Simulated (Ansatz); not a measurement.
`NB(N)Br` and `[NH2][Ga]([NH2])[Br]` differ in one element.

Ansatz, PBE0-D4/def2-TZVP geometries, multiplicity 1. Each molecule was computed in one conformer, which needn't be the lowest.

Scalar relativity is left out up to krypton.

```tsv
property	`NB(N)Br`
zero-point energy (PBE0-D4/def2-TZVP) / kJ/mol	154.4
LUMO energy (B3LYP/def2-TZVPP) / eV	0.31
HOMO energy (PBE/def2-TZVPP) / eV	-6.00
HOMO energy (ωB97M-V/def2-TZVPP) / eV	-9.80
LUMO energy (PBE/def2-TZVPP) / eV	-0.12
HOMO–LUMO gap (PBE0/def2-TZVPP) / eV	8.10
```

Problem. Give the same properties after the change, and the shifts. (An estimate is asked.)

Solution. Ansatz gave: 
| property | `[NH2][Ga]([NH2])[Br]` | shift |
| --- | --- | --- |
| zero-point energy (PBE0-D4/def2-TZVP) / kJ/mol | 135.6 | -18.8 |
| LUMO energy (B3LYP/def2-TZVPP) / eV | -0.73 | -1.04 |
| HOMO energy (PBE/def2-TZVPP) / eV | -5.92 | 0.08 |
| HOMO energy (ωB97M-V/def2-TZVPP) / eV | -9.74 | 0.06 |
| LUMO energy (PBE/def2-TZVPP) / eV | -1.29 | -1.17 |
| HOMO–LUMO gap (PBE0/def2-TZVPP) / eV | 6.97 | -1.13 |

With PBE0 the HOMO rises by 0.08 eV and the LUMO falls by 1.05 eV, so the gap narrows by about 1.13 eV. PBE moves the HOMO by 0.08 eV and ωB97M-V by 0.06 eV.

B3LYP here is the variant with VWN-RPA as its local correlation; programs differ in this.

Spin–orbit coupling is left out; it splits and shifts lone-pair levels of the heavy atoms by tenths of an eV.
